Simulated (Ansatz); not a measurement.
The cluster K₆S₃. Charge 0, multiplicity 1. Geometry r2SCAN-D4/def2-SVP.

Cartesian coordinates in Å:
```
K -2.7896 -0.8329 0.3249
K -1.2466 3.1015 -0.7332
K 3.5616 -0.8172 0.1929
K 0.7629 -0.7350 -2.9015
K -0.1592 1.1595 2.4338
K 0.8575 -4.0007 -0.3343
S 1.2973 1.1384 -0.4592
S 0.5010 -0.8845 0.1297
S -2.7848 1.8710 1.3468
```

The restricted singlet is unstable towards broken spin symmetry at other levels; at PBE-D4/def2-TZVP, r2SCAN-D4/def2-TZVP, r2SCANh-D4/def2-TZVP, PBE0-D4/def2-TZVP this wasn't settled. The geometry of the singlet was relaxed on an unsound state (restricted singlet, unstable towards broken spin symmetry at other levels and untested here). Another isomer (singlet) lies 0.70 eV lower at PBE0-D4/def2-TZVP; other spin states weren't run for this one.

Q: Estimate the orbital energies around the gap (eV) in Ansatz with PBE-D4/def2-TZVP, r2SCAN-D4/def2-TZVP, r2SCANh-D4/def2-TZVP, PBE0-D4/def2-TZVP.

A: 
```tsv
orbital	PBE-D4/def2-TZVP	r2SCAN-D4/def2-TZVP	r2SCANh-D4/def2-TZVP	PBE0-D4/def2-TZVP
HOMO−5	-4.12	-4.36	-4.80	-5.27
HOMO−4	-4.06	-4.32	-4.75	-5.21
HOMO−3	-2.92	-2.90	-3.24	-3.73
HOMO−2	-2.86	-2.86	-3.20	-3.67
HOMO−1	-2.72	-2.70	-3.05	-3.55
HOMO	-2.35	-2.29	-2.43	-2.66
LUMO	-1.90	-1.77	-1.59	-1.41
LUMO+1	-1.67	-1.54	-1.42	-1.31
LUMO+2	-1.27	-1.06	-0.91	-0.84
LUMO+3	-1.18	-1.02	-0.86	-0.63
LUMO+4	-0.80	-0.50	-0.37	-0.32
LUMO+5	-0.75	-0.41	-0.30	-0.31
```
